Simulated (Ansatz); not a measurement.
System: ZnI (charge +1, singlet). SMILES: [I][Zn+]
Structure (B3LYP-D3(BJ)/def2-TZVP (Ansatz, a first-principles code) minimum search):
```
Zn
I 1 2.4056
```
Charge +1, spin multiplicity 1.

Quantity: vertical ionisation energy (to the doublet state of charge +2; each state is the SCF solution reached for its spin), in eV. Correlated levels leave the core frozen unless marked. Open shells are spin-unrestricted. Spin-orbit coupling is left out. The frozen core is the preceding noble-gas configuration, with the filled d and f shells of earlier blocks. Past Kr the def2 sets carry scalar-relativistic core potentials. CBS marks a two-point X^-3 extrapolation of the correlation energy; Hartree-Fock from the larger set.

```csv
level,program,vertical ionisation energy (eV),minus last row
r2SCAN/def2-TZVPD,Ansatz,15.55,-0.02
B3LYP/def2-TZVPD,Ansatz,15.64,0.07
BHLYP/def2-TZVPD,Ansatz,15.32,-0.25
CAM-B3LYP/def2-TZVPD,Ansatz,15.56,-0.01
CCSD/def2-SVPD,Ansatz,14.98,-0.59
CCSD/def2-TZVPPD,Ansatz,15.18,-0.39
"CCSD(T)/CBS(def2-TZVPPD,def2-QZVPPD)",Ansatz,15.57,0.00
```
